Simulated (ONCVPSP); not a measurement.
## What one change does to a pseudopotential (silver, ONCV)

silver, optimised norm-conserving Vanderbilt (ONCV), made with ONCVPSP 4.0.1 (PBE, scalar-relativistic). Core [Ar] 3d10, reference 4s2 4p6 4d9 5s2. Waves: 4s+5s: rc 1.70 bohr, ncon 3, nbas 7, qcut 7.8 1/bohr, 2 projectors; 4p: rc 1.45 bohr, ncon 5, nbas 9, qcut 12 1/bohr, 2 projectors, debl 1.8 Ha; 4d: rc 1.45 bohr, ncon 3, nbas 7, qcut 9 1/bohr, local. Local part: the d channel. Core correction: Teter function, fcfact 1.75, rcfact 1.7.

In the p channel the program set the typed energies aside and used -2.299, 0.250 Ha.

All-electron outer shells of the reference configuration (PBE, scalar-relativistic, ld1.x):

```
shell  level (eV)  outermost node (bohr)  outermost maximum (bohr)
   3d     -362.96                      –                      0.27
   4s      -99.20                   0.44                      0.82
   4p      -62.55                   0.44                      0.87
   4d      -10.71                   0.43                      1.03
   5s       -5.55                   1.10                      2.40
```

Change: s: qcut 9.9.

Cutoffs: the cutoffs (Ha) at which the residual kinetic energy of the hardest occupied pseudo-wave falls to 1 and 0.1 mHa per electron; they do not see the model core or the augmentation charge, which bear on the density cutoff. Errors are all-electron minus pseudo energies relative to the spin-unpolarised reference configuration.

**Question.** How do hardness, ghosts and transferability respond?

**Answer.** The potential gets neither clearly harder nor softer (46 Ha and 55 Ha → 46 Ha and 55 Ha); both files keep a bound ghost (p); of the 4 tests that both files solve, the error grows in 0 and shrinks in 3 by more than 15 % and 0.3 meV (median size 7.3 → 5.9 meV).

```tsv
quantity	base	changed
cutoff, loose	46 Ha	46 Ha
cutoff, tight	55 Ha	55 Ha
loose cutoff by channel	s 18 Ha, p 46 Ha, d 30 Ha	s 28 Ha, p 46 Ha, d 30 Ha
bound ghosts	p	p
GHOST(+) flags under 300 eV	none	none
error for 4s2 4p6 4d10 5s1, meV [ΔE -4.08 eV]	-3.9	-3.0
error for 4s2 4p6 4d10 5s0, meV [ΔE 3.68 eV]	-8.4	-6.0
error for 4s2 4p6 4d9 5s0, meV [ΔE 25.79 eV]	-9.1	-6.9
error for 4s2 4p6 4d9 5s1 5p1, meV [ΔE 4.50 eV]	-6.1	-5.8
s: phases at 1.72 bohr within 0.05 rad from the reference energy up to (Ha; the scan ends near 5)	to the end of the scan	to the end of the scan
p: phases at 1.47 bohr within 0.05 rad from the reference energy up to (Ha; the scan ends near 5)	-1.2	-1.2
d: phases at 1.47 bohr within 0.05 rad from the reference energy up to (Ha; the scan ends near 5)	4.0	4.0
rms error of d²Exc/dni dnj with the model core, mHa	1.77	1.44
```

 A true bound ghost makes a file unfit for plane-wave use even where its test errors are small: the radial tests pick states by their node count and pass the ghost by.
